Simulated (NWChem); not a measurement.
# FeClF, quintet; SMILES [F][Fe][Cl]

All runs: NWChem. Spin-unrestricted. The geometry was optimised at B3LYP/6-31G* (spherical d), spin-unrestricted. The spin multiplicity was typed, not searched, and may not be the lowest. No stability test was run on the SCF state. Total energies of different functionals are on different scales.

```tsv
level	energy (Ha)	highest occupied level (eV)	lowest empty minus highest occupied level, either spin (eV)	dipole (D)	<S²>
B3LYP/def2-TZVP	-1823.9738	-7.97	3.90	0.20	6.01
PBE/def2-TZVP	-1823.4066	-5.70	0.69	0.19	6.01
B97-2/def2-TZVP	-1824.1730	-7.75	3.68	0.26	6.01
```
